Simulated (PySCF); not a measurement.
**Unknown compound**

The spectra below were simulated for a compound C₅H₇F₃O.

1H NMR (400 MHz, computed): δ 4.08 (m, 1H), 3.51 (s, 3H), 1.53 (d, 3H).

13C{1H} NMR (computed): δ 168.1 (C), 135.0 (C), 76.7 (CH), 58.4 (CH3), 19.2 (CH3).

Theoretical values (PySCF 2.14): NMR shieldings at PBE0/pcSseg-1/GIAO, structure optimised with GFN2-xTB. No solvent model, a single conformation, no relativistic terms, rapidly exchanging positions averaged.

Referencing at the same level of theory: 1H, 13C against TMS.

Problem. Propose a structure and justify it.

Solution. 
1. The formula gives 1 degree of unsaturation (no ring in the answer).
2. 5 carbon signals for 5 carbons: no two carbons are equivalent.
3. Carbon types of the structure: 2 × C, 1 × CH, 2 × CH3, which accounts for all hydrogens.
4. δC 168.1, 135.0: fully substituted alkene carbon.
5. δC 76.7: allylic sp3 CH bonded to O; deshielded by the electronegative neighbour.
6. δC 58.4: methyl carbon bonded to O; pulled downfield by the heteroatom.
7. δC 19.2: methyl carbon; aliphatic region, no heteroatom directly attached.
8. δH 4.08: hydrogen on an allylic sp3 CH bonded to O; its carbon carries O, which withdraws density.
9. δH 3.51: hydrogen on a methyl carbon bonded to O; its carbon carries O, an electronegative neighbour.
10. δH 1.53: hydrogen on a methyl carbon.

Structure: `CO[C@H](C)C(F)=C(F)F`.

The shifts were computed for this structure.

Splittings by 19F in the carbon and heteronuclear signals aren't shown, as no couplings were computed. Shifts are as computed. Against solution values, carbons near 30 ppm lie about +3 ppm off and those near 130 ppm about +5 ppm. Of 1211 compounds with measured shifts, 218 miss one by over three times the rms of a fit or turn the order of signals round; such compounds aren't used in these exercises. Multiplicities follow the n + 1 count of equivalent neighbours, as no J values were calculated; m marks all less simple cases, F and P coupling included.
